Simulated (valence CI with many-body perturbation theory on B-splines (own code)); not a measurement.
**Eu LVI: E2, E3, M1, M2 decay**

Calculated by configuration interaction combined with many-body perturbation theory (CI+MBPT): six valence electrons over a frozen Dirac-Fock core [He], radial functions for each j: 9 s, 9 p, 8 d, 6 f, 3 g, 1 h, with the one-electron correlation potential Σ1, the two-electron term Σ2, the three-electron term Σ3, Breit, model QED; selected CI, second order for the rest, scaled by the run's own slope (own B-spline code, finite nucleus).

No measured spectrum was set against this ion. As an estimate, large intervals hold to a few tenths of a per cent, small ones and those within an open d or f shell to about a per cent. Among the levels kept, up to 2100 cm⁻¹ of a level comes from second order outside the variational space, and about a tenth of that is noise between levels of different J, which matters for small intervals.

Lines 1 to 47 of 47 in falling wavelength, among levels below 7271.3 eV, chosen from the decays that carry over 1 % of a level's rate. Wavelengths and rates use the calculated energies. Electric multipoles are in the length gauge with retardation, E1 and E2 with the static RPA response of the core. M1 uses the relativistic operator with retardation. Weak lines are less certain than strong ones. Lines between different terms over intervals too small for the method are left out, as are lines whose strength nearly cancels.

Levels are named by their leading jj configuration (3d3/2^4 stands for four electrons in 3d with j = 3/2), which in mixed levels can hold well under half, so a name can repeat and another be missing. Letters in brackets count levels of one name in rising energy.

```csv
λ vac (nm),Upper,Lower,Type,A (s⁻¹),Branch %
25.90,(2s^2 2p1/2^2 2p3/2^2) J=0,(2s^2 2p1/2^2 2p3/2^2) J=2,E2,5.08e+01,100.0
1.992,(2s^2 2p1/2 2p3/2^3) J=1,(2s^2 2p1/2^2 2p3/2^2) J=0,M1,7.99e+08,25.1
1.850,(2s^2 2p1/2 2p3/2^3) J=1,(2s^2 2p1/2^2 2p3/2^2) J=2,M1,2.38e+09,74.7
1.802,(2s^2 2p1/2 2p3/2^3) J=2,(2s^2 2p1/2^2 2p3/2^2) J=2,M1,1.44e+09,99.2
1.756,(2s^2 2p3/2^4) J=0,(2s^2 2p1/2 2p3/2^3) J=1,M1,6.17e+09,66.2
0.1987,(2s^2 2p1/2^2 2p3/2 3p1/2) J=2,(2s^2 2p1/2^2 2p3/2^2) J=0,E2,1.74e+11,19.4
0.1984,(2s^2 2p1/2 2p3/2^2 3p1/2) J=1 [a],(2s^2 2p1/2 2p3/2^3) J=2,E2,9.80e+10,32.2
0.1981,(2s^2 2p1/2 2p3/2^2 3p1/2) J=2 [a],(2s^2 2p1/2 2p3/2^3) J=2,E2,1.25e+10,2.4
0.1978,(2s^2 2p1/2 2p3/2^2 3p1/2) J=1 [a],(2s^2 2p1/2 2p3/2^3) J=1,E2,9.67e+10,31.8
0.1978,(2s^2 2p1/2 2p3/2^2 3p1/2) J=1 [a],(2s^2 2p1/2 2p3/2^3) J=1,M1,7.45e+09,2.4
0.1976,(2s^2 2p1/2 2p3/2^2 3p1/2) J=3,(2s^2 2p1/2 2p3/2^3) J=2,E2,5.58e+11,77.7
0.1976,(2s^2 2p1/2 2p3/2^2 3p1/2) J=2 [a],(2s^2 2p1/2 2p3/2^3) J=1,E2,4.57e+11,88.6
0.1973,(2s^2 2p1/2^2 2p3/2 3p1/2) J=1,(2s^2 2p1/2^2 2p3/2^2) J=2,E2,4.87e+11,83.7
0.1973,(2s^2 2p1/2^2 2p3/2 3p1/2) J=1,(2s^2 2p1/2^2 2p3/2^2) J=2,M1,7.42e+09,1.3
0.1972,(2s^2 2p1/2^2 2p3/2 3p1/2) J=2,(2s^2 2p1/2^2 2p3/2^2) J=2,E2,6.56e+11,72.9
0.1971,(2s^2 2p1/2 2p3/2^2 3p1/2) J=3,(2s^2 2p1/2 2p3/2^3) J=1,E2,9.24e+10,12.9
0.1967,(2s^2 2p1/2 2p3/2^2 3p1/2) J=2 [b],(2s^2 2p1/2 2p3/2^3) J=2,E2,3.08e+11,21.3
0.1964,(2s^2 2p1/2 2p3/2^2 3p1/2) J=1 [b],(2s^2 2p1/2 2p3/2^3) J=2,E2,2.58e+11,37.1
0.1961,(2s^2 2p1/2 2p3/2^2 3p1/2) J=2 [b],(2s^2 2p1/2 2p3/2^3) J=1,E2,5.30e+10,3.7
0.1959,(2s^2 2p1/2 2p3/2^2 3p1/2) J=1 [b],(2s^2 2p1/2 2p3/2^3) J=1,E2,2.60e+11,37.4
0.1953,(2s^2 2p1/2 2p3/2^2 3p1/2) J=0,(2s^2 2p1/2 2p3/2^3) J=2,E2,5.13e+11,37.8
0.1924,(2s^2 2p1/2 2p3/2^2 3p3/2) J=0,(2s^2 2p1/2 2p3/2^3) J=2,E2,1.31e+11,14.2
0.1922,(2s^2 2p1/2 2p3/2^2 3p3/2) J=3 [a],(2s^2 2p1/2 2p3/2^3) J=2,E2,1.21e+11,2.9
0.1922,(2s^2 2p1/2^2 2p3/2 3p3/2) J=2,(2s^2 2p1/2^2 2p3/2^2) J=0,E2,1.94e+11,26.7
0.1920,(2s^2 2p1/2 2p3/2^2 3p3/2) J=1 [a],(2s^2 2p1/2 2p3/2^3) J=2,E2,2.82e+10,1.5
0.1918,(2s^2 2p1/2 2p3/2^2 3p3/2) J=4,(2s^2 2p1/2 2p3/2^3) J=2,E2,1.74e+11,17.6
0.1917,(2s^2 2p1/2 2p3/2^2 3p3/2) J=3 [b],(2s^2 2p1/2 2p3/2^3) J=2,E2,7.68e+10,3.0
0.1915,(2s^2 2p1/2 2p3/2^2 3p3/2) J=1 [a],(2s^2 2p1/2 2p3/2^3) J=1,E2,1.38e+11,7.2
0.1914,(2s^2 2p1/2^2 2p3/2 3p3/2) J=3,(2s^2 2p1/2^2 2p3/2^2) J=2,E2,3.61e+11,46.3
0.1914,(2s^2 2p1/2^2 2p3/2 3p3/2) J=1,(2s^2 2p1/2^2 2p3/2^2) J=2,E2,3.72e+11,45.0
0.1912,(2s^2 2p1/2 2p3/2^2 3p3/2) J=1 [b],(2s^2 2p1/2 2p3/2^3) J=2,E2,2.97e+11,1.9
0.1912,(2s^2 2p1/2 2p3/2^2 3p3/2) J=3 [b],(2s^2 2p1/2 2p3/2^3) J=1,E2,9.80e+10,3.8
0.1907,(2s^2 2p1/2 2p3/2^2 3p3/2) J=2 [b],(2s^2 2p1/2 2p3/2^3) J=2,E2,4.42e+11,9.1
0.1907,(2s^2 2p1/2 2p3/2^2 3p3/2) J=1 [b],(2s^2 2p1/2 2p3/2^3) J=1,E2,2.14e+11,1.4
0.1902,(2s^2 2p1/2 2p3/2^2 3p3/2) J=2 [b],(2s^2 2p1/2 2p3/2^3) J=1,E2,1.49e+11,3.1
0.1901,(2s^2 2p1/2^2 2p3/2 3p3/2) J=0,(2s^2 2p1/2^2 2p3/2^2) J=2,E2,9.73e+11,48.3
0.1871,(2s^2 2p1/2^2 2p3/2 3d5/2) J=4,(2s^2 2p1/2^2 2p3/2^2) J=2,M2,1.76e+10,27.5
0.1871,(2s^2 2p1/2^2 2p3/2 3d5/2) J=4,(2s^2 2p1/2^2 2p3/2^2) J=2,E3,1.26e+09,2.0
0.1738,(2s^2 2p1/2 2p3/2^2 3p3/2) J=0,(2s^2 2p1/2^2 2p3/2^2) J=2,E2,4.02e+11,43.6
0.1737,(2s^2 2p1/2 2p3/2^2 3p3/2) J=3 [a],(2s^2 2p1/2^2 2p3/2^2) J=2,E2,2.55e+11,6.2
0.1736,(2s^2 2p1/2 2p3/2^2 3p3/2) J=2 [b],(2s^2 2p1/2^2 2p3/2^2) J=0,E2,9.29e+10,1.9
0.1735,(2s^2 2p1/2 2p3/2^2 3p3/2) J=1 [a],(2s^2 2p1/2^2 2p3/2^2) J=2,E2,2.69e+11,14.0
0.1733,(2s^2 2p1/2 2p3/2^2 3p3/2) J=4,(2s^2 2p1/2^2 2p3/2^2) J=2,E2,4.53e+11,45.9
0.1733,(2s^2 2p1/2 2p3/2^2 3p3/2) J=3 [b],(2s^2 2p1/2^2 2p3/2^2) J=2,E2,1.62e+11,6.3
0.1732,(2s^2 2p1/2 2p3/2^2 3p3/2) J=2 [c],(2s^2 2p1/2^2 2p3/2^2) J=0,E2,3.42e+11,10.6
0.1725,(2s^2 2p1/2 2p3/2^2 3p3/2) J=2 [b],(2s^2 2p1/2^2 2p3/2^2) J=2,E2,1.71e+11,3.5
0.1721,(2s^2 2p1/2 2p3/2^2 3p3/2) J=2 [c],(2s^2 2p1/2^2 2p3/2^2) J=2,E2,5.32e+10,1.6
```
